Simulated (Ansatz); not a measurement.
Reactions of C$_{2}$H$_{6}$BNSe (`BCN=C[SeH]`).

Gas-phase electronic energies from Ansatz, PBE0-D4/def2-TZVP geometries. CCSD(T)/CBS is the MP2 limit (def2-TZVPP, def2-QZVPP) plus CCSD(T) − MP2 in def2-TZVPP, frozen cores. This one scheme is used for every species, atoms too. Double bonds are as drawn, so ΔE can hold a change between cis and trans. DFT in def2-TZVPP. Open shells (•) are unrestricted, without spin–orbit coupling. Spin–orbit coupling would lower the free atoms: a little for B, C; clearly for Se. For Br, Se outer-core shells are correlated without core-valence functions, so the limit isn't a true one: a few kJ/mol of doubt a bond, and 10 to 20 or more in all where bonds break to atoms. Scalar relativity is left out up to krypton. One conformer a species, not always the lowest.

| reaction | CCSD(T)/CBS(def2) (kJ/mol) |
| --- | --- |
| `BC/N=C/[SeH]` + H₂ → `BCN=C` + H₂Se | -47 |
| `BC/N=C/[SeH]` + `C[SiH](O)Br` → `BO[SiH](C)Br` + `C/N=C/[SeH]` | -136 |
| `BC/N=C/[SeH]` + H₂S → `BS` + `C/N=C/[SeH]` | ? |
| `BC/N=C/[SeH]` → `CB(N)C=[Se]` | -260 |
| `BC/N=C/[SeH]` + `CBNC` → `BN(C)BC` + `C/N=C/[SeH]` | ? |
| `BC/N=C/[SeH]` + `CC[SiH3]` → `CC[SiH2][SeH]` + `BCN=C` | ? |
| `BC/N=C/[SeH]` + `C[SiH3]` → `[SiH3]C[SeH]` + `BCN=C` | 21 |
| `BC/N=C/[SeH]` → B• + 2 C• + 6 H• + N• + Se• | 3942 |
| `BC/N=C/[SeH]` + `C[SiH2]N` → `N[SiH2]C[SeH]` + `BCN=C` | 13 |

(1) Fill in the missing values. (Estimate.)

Largest T1 diagnostic: 0.015, for `BS`.

Answers

(1) Ansatz gave: `BC/N=C/[SeH]` + H₂S → `BS` + `C/N=C/[SeH]`: -98.2 kJ/mol; `BC/N=C/[SeH]` + `CBNC` → `BN(C)BC` + `C/N=C/[SeH]`: -102.2 kJ/mol; `BC/N=C/[SeH]` + `CC[SiH3]` → `CC[SiH2][SeH]` + `BCN=C`: -96.5 kJ/mol.
